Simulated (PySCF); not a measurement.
A calculated (UHF, PySCF 2.14, def2-TZVPPD, the non-relativistic Hamiltonian (point nucleus)) atom or ion has these occupied shells.

```
shell  electrons  orbital energy (eV)  rms radius, mean of both spins (bohr)
 1s α          1              -5508.4                                 0.0776
 1s β          1              -5508.3                                 0.0776
 2s α          1              -676.30                                  0.335
 2s β          1              -674.91                                  0.335
 2p α          3              -571.48                                  0.304
 2p β          3              -570.05                                  0.304
 3s α          1              -113.29                                   1.01
 3s β          1              -108.84                                   1.01
 3p α          3              -81.818                                   1.08
 3p β          3              -76.375                                   1.08
 3d α          2              -38.305                                   1.30
 4p α          1              -18.015                                   3.41
```

**Question.** Name the element and its charge.

**Answer.** V²⁺ (vanadium, charge +2), in [Ar] 3d2 4p1, one real determinant (an excited configuration).
